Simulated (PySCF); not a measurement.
A species of formula BH8NSi2 has this rotational fingerprint, computed with PBE0-D3(BJ)/def2-SVP geometry optimisation, gas phase in PySCF:

| Item | Value |
| --- | --- |
| Rotational constants | A = 7671, B = 2068, C = 1698 MHz |
| Dipole components | \|μa\| = 0.62 D, \|μb\| = 0.69 D, \|μc\| = 0.59 D |
| Inertial defect | -12.61 u·Å² |
| κ | -0.88 |

Problem. Which structure is it? (One computed conformer of each.)
A. `[BH2:1][SiH2:2][NH:3][SiH3:4]` with H–B1–Si2–N3 -176° and 5°, B1–Si2–N3–Si4 -38°
B. `N([SiH3])(B)[SiH3]`
C. `[BH2:1][Si@@H:2]([NH2:3])[SiH3:4]` with H–B1–Si2–N3 -9° and 176°, B1–Si2–N3–H 172° and -48°
D. `[NH2:1][SiH2:2][BH:3][SiH3:4]` with H–N1–Si2–B3 169° and -52°, N1–Si2–B3–Si4 4°

Solution. D. It is N[SiH2]B[SiH3], an asymmetric top. The candidates at the same level (rigid rotor, commonest isotopes):

```
           SMILES  A (MHz)  B (MHz)  C (MHz)  μa (D)  μb (D)  μc (D)  Δ (u·Å²)  point group           rotor
B[Si@@H](N)[SiH3]     5107     2901     2109    1.25    1.04    0.21    -33.54           C1  asymmetric top
 BN([SiH3])[SiH3]     6475     3090     2199    0.00    0.95    0.00    -11.75            –  asymmetric top
   N[SiH2]B[SiH3]     7671     2068     1698    0.62    0.69    0.59    -12.61            –  asymmetric top
   B[SiH2]N[SiH3]     8048     2306     1898    0.10    0.53    0.34    -15.67           C1  asymmetric top
```

`BN([SiH3])[SiH3]` has B 49 % too high; `B[SiH2]N[SiH3]` has C 12 % too high; `B[Si@@H](N)[SiH3]` has B 40 % too high. No structure here is proved a minimum.
